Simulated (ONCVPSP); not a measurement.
# Cutoff test, Cr (Z = 24), ONCV

* Element: chromium (Cr)
* Generator: ONCVPSP 4.0.1
* Type: optimised norm-conserving Vanderbilt (ONCV)
* Functional: PBE
* Relativity: non-relativistic
* Frozen core: [Ar]
* Valence charge: 6
* Reference configuration: 3d5 4s1
* Partial waves: 4s: rc 2.35 bohr, ncon 4, nbas 7, qcut 2.7 1/bohr, 3 projectors, debl 2.5 Ha; p scattering state at 0.1 Ha: rc 2.50 bohr, ncon 3, nbas 6, qcut 2.8 1/bohr, 2 projectors, debl 1.8 Ha; 3d: rc 1.70 bohr, ncon 4, nbas 8, qcut 7.7 1/bohr, 2 projectors, debl 1.1 Ha
* Local potential: polynomial inside 1.30 bohr (lpopt 5, dvloc0 6 Ha)
* Core correction: none

For each optimised wave give the share of its norm inside rc, the residual kinetic energy above qcut (Ha) and the cutoffs (Ha) for errors of 10, 1, 0.1 and 0.01 mHa per electron.

| wave | norm inside rc | residual KE | 10 mHa | 1 mHa | 0.1 mHa | 0.01 mHa |
| --- | --- | --- | --- | --- | --- | --- |
| 4s | 0.206 | 3.7e-04 | 1.8 | 3.1 | 6.3 | 14.8 |
| s projector 2 | 0.151 | 1.4e-01 | 7.4 | 14.9 | 22.7 | 33.6 |
| s projector 3 | 0.159 | 4.5e-01 | 34.0 | 42.0 | 49.1 | 68.9 |
| p projector 1 | 0.266 | 8.5e-05 | 1.0 | 2.6 | 3.9 | 10.2 |
| p projector 2 | 0.167 | 2.5e-02 | 4.6 | 9.0 | 25.1 | 49.4 |
| 3d | 0.696 | 2.6e-04 | 22.8 | 27.0 | 50.7 | 87.2 |
| d projector 2 | 0.179 | 7.7e-04 | 24.2 | 29.2 | 57.6 | 98.4 |

The occupied waves need 27 Ha and 51 Ha for 1 and 0.1 mHa. 1 of 4 tests not solved or not reliable.
